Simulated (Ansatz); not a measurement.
Program: Ansatz. Geometries: PBE0-D4/def2-TZVP. ΔE: electronic, gas phase. CCSD(T)/CBS adds triple-zeta CCSD(T) − MP2 to the extrapolated MP2 energy (def2 sets, frozen cores). Double bonds are as drawn, so ΔE can hold a change between cis and trans. DFT in def2-TZVPP. B3LYP here is the variant with VWN-RPA as its local correlation; programs differ in this. For Br, Ge outer-core shells are correlated without core-valence functions, which leaves a few kJ/mol of doubt a bond. Scalar relativity is left out up to krypton.

Consider the formal exchange of groups at a Ge–F bond: `[F][Ge][F]` + `F/C(Br)=C/Br` → `[F][Ge][Br]` + `F/C=C(\F)Br`.

`[F][Ge][F]`:

Z-matrix (Å, degrees):
```
Ge
F 1 1.745
F 1 1.745 2 97.2
```

`F/C(Br)=C/Br`:

Z-matrix (Å, degrees):
```
C
Br 1 1.858
C 1 1.324 2 126.9
F 1 1.326 2 113.1 3 -180.0
Br 3 1.857 1 124.6 2 -0.0
H 3 1.081 1 119.5 2 180.0
```

`[F][Ge][Br]`:

```xyz
3

F     0.476   -1.409    0.170
Ge   -0.501   -0.078    0.745
Br    0.025    1.487   -0.915
```

`F/C=C(\F)Br`:

Z-matrix (Å, degrees):
```
C
C 1 1.323
F 1 1.330 2 121.0
H 1 1.080 2 123.5 3 -180.0
Br 2 1.864 1 122.6 3 180.0
F 2 1.319 1 122.7 3 -0.0
```

Problem. Is it downhill or uphill in electronic energy at CCSD(T)/CBS, and by how much? (Best estimate.)

Solution. Ansatz gave: Uphill: ΔE = +31.5 kJ/mol.

Problem. What do these levels give: PBE-D4, r2SCAN-D4, B3LYP-D4, ωB97M-V, B2PLYP, PBE, HF/def2-TZVPP, SCS-MP2/def2-TZVPP, CCSD/def2-TZVPP, CCSD(T)/def2-TZVPP, HF/def2-QZVPP, MP2/def2-QZVPP? (Best estimate.)

Solution. Ansatz gave: PBE-D4 18.7, r2SCAN-D4 19.6, B3LYP-D4 19.7, ωB97M-V 25.7, B2PLYP 27.1, PBE 16.3, HF/def2-TZVPP 6.3, SCS-MP2/def2-TZVPP 41.1, CCSD/def2-TZVPP 29.8, CCSD(T)/def2-TZVPP 32.7, HF/def2-QZVPP 8.1, MP2/def2-QZVPP 45.6 kJ/mol.

Largest T1 diagnostic among the species: 0.015.

In def2-TZVPP, CCSD(T) changes the Hartree–Fock value by +26.4 kJ/mol (the triples alone add +2.8 kJ/mol) and MP2 by +39.3 kJ/mol. The D4 term adds +4.2 kJ/mol with B3LYP and +2.2 kJ/mol with PBE0; it sums over pairs of atoms, weighted by their polarisabilities, and B3LYP, whose exchange is more repulsive, gets the larger term.
